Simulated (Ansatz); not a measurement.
One change: `C[CH](S)[Zn][F]` becomes `CSC(C)S`.

Ansatz, PBE0-D4/def2-TZVP geometries, multiplicity 1. Each molecule was computed in one conformer, which needn't be the lowest.

Scalar relativity is left out up to krypton.

```
                                      property  `C[CH](S)[Zn][F]`
size of the dipole moment (PBE/def2-TZVPP) / D               2.64
         HOMO energy (ωB97M-V/def2-TZVPP) / eV              -8.84
             HOMO energy (PBE/def2-TZVPP) / eV              -5.58
       HOMO–LUMO gap (ωB97M-V/def2-TZVPP) / eV               9.51
            HOMO energy (PBE0/def2-TZVPP) / eV              -6.69
         HOMO–LUMO gap (B3LYP/def2-TZVPP) / eV               5.26
```

(1) What does the change do to each property? (An estimate is asked.)

Results:

(1) Computed: 
```tsv
property	`CSC(C)S`	shift
size of the dipole moment (PBE/def2-TZVPP) / D	2.30	-0.34
HOMO energy (ωB97M-V/def2-TZVPP) / eV	-8.72	0.12
HOMO energy (PBE/def2-TZVPP) / eV	-5.26	0.32
HOMO–LUMO gap (ωB97M-V/def2-TZVPP) / eV	10.93	1.42
HOMO energy (PBE0/def2-TZVPP) / eV	-6.49	0.20
HOMO–LUMO gap (B3LYP/def2-TZVPP) / eV	6.33	1.07
```

With PBE0 the HOMO rises by 0.20 eV and the LUMO rises by 1.27 eV, so the gap widens by about 1.07 eV. PBE moves the HOMO by 0.32 eV and ωB97M-V by 0.12 eV. Dipoles are sizes alone; their direction can turn.

B3LYP here is the variant with VWN-RPA as its local correlation; programs differ in this.
